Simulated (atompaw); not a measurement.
Plane-wave convergence, PAW (atompaw) potential for cadmium

```json
{
  "Element": "Cd",
  "Generator": "atompaw 4.2.0.5",
  "Type": "PAW",
  "Functional": "LDA (PW92)",
  "Relativity": "scalar-relativistic",
  "Frozen core": "[Ar] 3d10 4s2",
  "Valence charge": "18",
  "Reference configuration": "4p6 4d10 5s1.75 5p0.25",
  "Partial waves": "5s (bound): rc 2.35 bohr; 5s channel at 1.35 Ry: rc 2.35 bohr; 4p (bound): rc 1.45 bohr; 5p (bound): rc 1.75 bohr; 4d (bound): rc 1.65 bohr; 4d channel at 0.8 Ry: rc 2.35 bohr",
  "Local potential": "bessel scheme, radius 2.10 bohr",
  "Core correction": "smooth core density matched at 1.95 bohr",
  "Augmentation charge": "sinc compensation charge, radius 1.75 bohr; PAW radius 2.35 bohr; waves and projectors: custom polynom vanderbiltortho"
}
```

The pseudo-atom Hamiltonian at the reference potential is diagonalised in spherical Bessel functions j_l(qr) that vanish at 20 bohr, with q² up to the cutoff. All-electron valence levels (Ry): 5s -0.4633, 4p -4.9620, 5p -0.1178, 4d -0.9119.

**Question.** How do the lowest levels (Ry) of each channel move with the cutoff, and are there ghosts?

**Answer.**

| cutoff (Ry) | s #1 | s #2 | p #1 | p #2 | p #3 | d #1 | d #2 | f #1 | Σ f·Δε (mRy) |
| --- | --- | --- | --- | --- | --- | --- | --- | --- | --- |
| 8 | -0.4619 | -0.0095 | -1.3052 | -0.0310 | 0.0609 | 0.0498 | 0.1386 | 0.1013 | 31582.7 |
| 18 | -0.4632 | -0.0096 | -3.6398 | -0.1133 | 0.0362 | -0.5538 | 0.0503 | 0.1013 | 11515.4 |
| 35 | -0.4633 | -0.0096 | -4.9588 | -0.1177 | 0.0357 | -0.9090 | 0.0502 | 0.1013 | 48.2 |
| 50 | -0.4633 | -0.0096 | -4.9601 | -0.1178 | 0.0357 | -0.9107 | 0.0502 | 0.1013 | 23.9 |
| 80 | -0.4633 | -0.0096 | -4.9619 | -0.1178 | 0.0357 | -0.9118 | 0.0502 | 0.1013 | 2.2 |
| 120 | -0.4633 | -0.0096 | -4.9620 | -0.1178 | 0.0357 | -0.9119 | 0.0502 | 0.1013 | 0.3 |
| 400 | -0.4633 | -0.0096 | -4.9620 | -0.1178 | 0.0357 | -0.9119 | 0.0502 | 0.1013 | 0.0 |

Result: no extra level below or beside the all-electron valence levels (s, p, d, f tested); 10 mRy is reached at 60 Ry and 1 mRy at 100 Ry.
